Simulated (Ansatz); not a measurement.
Two members of one family ((LiCl)n), computed with Ansatz in the gas phase. The two geometries come from different levels. A negative affinity means that the extra electron isn't bound at that geometry and level; within about 0.2 eV of zero the sign isn't settled. Binding counts from free atoms in the multiplicity of their measured ground term, without zero-point energy. A dash marks a value that wasn't run or was left out as unsound. The structures are stationary points that may keep the symmetry of their start. Remarks come from the PBE and PBE0 runs and from stability tests at other levels; not every state was tested. A HOMO above zero means that the electron is unbound at that level and held by the basis, or that self-interaction error raises the level; the energy of removing that electron tells which.

First: (LiCl)2 ring (singlet, charge 0, PBE0-D4/def2-TZVP geometry).

```xyz
4

Li    0.8692   -0.2227   -0.9111
Cl    0.7557    1.5698    0.3359
Li   -0.8689    0.2229    0.9116
Cl   -0.7560   -1.5699   -0.3364
```

```csv
level,HOMO (eV),LUMO (eV),gap (eV),vertical EA (eV),binding per atom (eV)
PBE-D4/def2-TZVPD,-6.71,-1.32,5.38,0.18,2.92
r2SCAN-D4/def2-TZVP,-7.02,-0.64,6.38,–,2.94
PBE0-D4/def2-SVP,-7.76,-0.69,7.07,–,2.97
PBE0-D4/def2-TZVPD,-8.06,-0.79,7.28,0.08,2.90
ωB97M-V/def2-TZVP,-10.34,-0.05,10.28,–,3.00
```

Remarks: HOMO above zero (-1 doublet).

Second: (LiCl)3 ring (singlet, charge 0, PBE-D4/def2-SVP geometry).

Cartesian coordinates in Å:
```
Li 0.780 -1.735 0.067
Cl -0.441 -1.430 1.843
Li -1.134 0.588 1.411
Cl -0.973 2.163 -0.084
Li 0.355 1.146 -1.478
Cl 1.414 -0.733 -1.759
```

Estimate the same table for the second.


```
              level  HOMO (eV)  LUMO (eV)  gap (eV)  vertical EA (eV)  binding per atom (eV)
  PBE-D4/def2-TZVPD      -7.10      -1.24      5.86              0.06                   3.04
r2SCAN-D4/def2-TZVP      -7.45      -0.61      6.84                 –                   3.06
   PBE0-D4/def2-SVP      -8.25      -0.58      7.66                 –                   3.12
 PBE0-D4/def2-TZVPD      -8.47      -0.69      7.79             -0.08                   3.02
  ωB97M-V/def2-TZVP     -10.79       0.17     10.96                 –                   3.13
```

Remarks: HOMO above zero (-1 doublet).
